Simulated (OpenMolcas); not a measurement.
# Computed transition rates of Ru II

```json
{"Program": "OpenMolcas", "Method": "SS-CASPT2, IPEA 0.25 Eh, imaginary shift 0.1 Eh (closed shells correlated: 4s 4p)", "Basis": "ANO-RCC-VTZP [7s6p4d2f1g]", "Scalar Hamiltonian": "DKH2, point nucleus", "Active space": "7 electrons in 11 orbitals (4d 5s 5d)", "State averaging": "2S+1 = 4 even, 15 roots; 2S+1 = 6 even, 5 roots kept (CI in the orbitals of an earlier block); 2S+1 = 2 even, 28 roots kept (CI in the orbitals of an earlier block)", "Spin-orbit coupling": "RASSI with atomic mean-field integrals over the reference wave functions, term energies averaged over their components"}
```

Rates come from the transition moments of the reference wave functions (E1 and E2 in the length form). At fixed line strength A goes as λ^-3 for E1 and M1 and as λ^-5 for E2, so a rate at the computed wavelength can be rescaled to the measured one. Measured vacuum wavelengths follow from level energies in NIST Handbook of Basic Atomic Spectroscopic Data. Branching counts decays inside the model space alone, at computed energies, and the table is only a selection of the E2 and M1 lines, drawn from those between levels with measured partners whose computed energy lies within a factor of 1.5 of the measured one.

| Upper | Lower | Type | λ computed (nm) | λ measured (nm) | A computed (s-1) | A rescaled (s-1) | Branching % |
| --- | --- | --- | --- | --- | --- | --- | --- |
| 4d6 5s 4D 7/2 | 4d7 4F 9/2 | E2 | 565.6 | 516 | 1.77e+00 | 2.80e+00 | 75.6 |
| 4d6 5s 4D 3/2 | 4d7 4F 7/2 | E2 | 556.1 | 507 | 1.21e+00 | 1.92e+00 | 49.7 |
| 4d6 5s 4D 5/2 | 4d7 4F 9/2 | E2 | 534.6 | 487.4 | 8.70e-01 | 1.38e+00 | 36.1 |
| 4d6 5s 4D 5/2 | 4d7 4F 7/2 | E2 | 580.1 | 526.5 | 7.25e-01 | 1.18e+00 | 30.1 |
| 4d6 5s 4D 3/2 | 4d7 4F 3/2 | E2 | 607.8 | 551.2 | 6.88e-01 | 1.12e+00 | 28.2 |
| 4d6 5s 4D 5/2 | 4d7 4F 5/2 | E2 | 613.9 | 554.9 | 5.67e-01 | 9.40e-01 | 23.5 |
| 4d6 5s 4D 7/2 | 4d7 4F 7/2 | E2 | 616.8 | 560 | 4.25e-01 | 6.89e-01 | 18.1 |
| 4d6 5s 4D 3/2 | 4d7 4F 5/2 | E2 | 587.1 | 533.3 | 3.53e-01 | 5.71e-01 | 14.5 |
| 4d7 4F 7/2 | 4d7 4F 9/2 | M1 | 6818 | 6566 | 1.06e-01 | 1.19e-01 | 100.0 |
| 4d7 4F 5/2 | 4d7 4F 7/2 | M1 | 10530 | 10300 | 4.90e-02 | 5.24e-02 | 100.0 |
| 4d6 5s 6D 5/2 | 4d6 5s 6D 7/2 | M1 | 12610 | 14260 | 3.17e-02 | 2.19e-02 | 75.2 |
| 4d6 5s 6D 7/2 | 4d6 5s 6D 9/2 | M1 | 11240 | 10010 | 2.65e-02 | 3.75e-02 | 70.3 |
| 4d7 4P 1/2 [70 %] | 4d7 4P 3/2 | M1 | 14240 | 11160 | 1.76e-02 | 3.66e-02 | 87.0 |
| 4d6 5s 6D 9/2 | 4d7 4F 9/2 | M1 | 1325 | 1093 | 1.45e-02 |  | 97.8 |
| 4d6 5s 6D 3/2 | 4d6 5s 6D 5/2 | M1 | 18230 | 22120 | 1.44e-02 | 8.06e-03 | 40.1 |
| 4d7 4F 3/2 | 4d7 4F 5/2 | M1 | 17230 | 16390 | 1.25e-02 | 1.45e-02 | 100.0 |
| 4d7 4P 5/2 | 4d7 4F 7/2 | M1 | 1492 | 1485 | 8.63e-03 |  | 50.2 |
| 4d6 5s 6D 3/2 | 4d7 4F 5/2 | M1 | 1358 | 1135 | 8.34e-03 |  | 23.2 |
| 4d6 5s 6D 7/2 | 4d7 4F 7/2 | M1 | 1435 | 1159 | 8.02e-03 |  | 21.3 |
| 4d6 5s 6D 5/2 | 4d7 4F 5/2 | M1 | 1468 | 1196 | 6.45e-03 |  | 15.3 |
| 4d7 4P 5/2 | 4d7 4F 9/2 | E2 | 1224 | 1211 | 5.78e-03 | 6.10e-03 | 33.6 |
| 4d7 4P 3/2 | 4d7 4F 5/2 | M1 | 1682 | 1671 | 4.22e-03 |  | 40.3 |
| 4d7 4P 3/2 | 4d7 4F 3/2 | M1 | 1864 | 1861 | 3.73e-03 |  | 35.7 |
| 4d7 4P 3/2 | 4d7 4F 7/2 | E2 | 1451 | 1438 | 1.69e-03 | 1.77e-03 | 16.2 |
| 4d7 4P 5/2 | 4d7 4F 5/2 | M1 | 1738 | 1735 | 1.12e-03 |  | 6.5 |

Spin-changing lines and M1 lines between different terms are not rescaled, since their strength hangs on the term gaps too.

The largest correction is for 4d7 4P 1/2 [70 %] → 4d7 4P 3/2 (M1): 1.76e-02 × (14240 / 11160)^3 = 3.66e-02 s-1, a factor of 2.08.

The computed rate and branching of 4d7 4F 7/2 → 4d7 4F 9/2 give the upper level a radiative lifetime of 1.000 / 1.06e-01 s-1 = 9.43e+00 s, counting decays inside the model space alone. The rescaled rate gives about 8.4e+00 s.

The computed order of these levels differs from the measured one in 2 places, and where term gaps are wrong the rates of spin-changing lines can be off by large factors.

These are rates of the free ion; in crystals, glasses and complexes forced electric-dipole and non-radiative decay shorten such lifetimes by orders of magnitude. No measured rate stands beside these. Rescaling mends the energy factor alone: line strengths can still be far off where a level mixes with configurations outside the active space, and weak or spin-changing lines hang on small mixing coefficients that depend on the term gaps too, so rescaling need not improve them.

CASPT2 does not keep the components of a term degenerate, so their means are used; among the terms shown or strongly mixed into the levels shown the widest spread is 400 cm-1 (4d7 4F). Some levels mix across a computed gap that differs much from the measured one, so their mixing is not that of the real levels. Terms from blocks run as CI alone lack orbitals of their own. Active for correlation alone: 5d; no level in the range computed is led by a configuration that fills it, so any true level of that kind is missing. Computed and measured levels are paired by configuration, term and J; levels that our copy of the source lacks, or whose pairing is in doubt (as where it misses far off the trend of its configuration), stay unpaired. Only configurations of the active space appear.

A share in square brackets marks a mixed level and gives the weight of the term that names it.
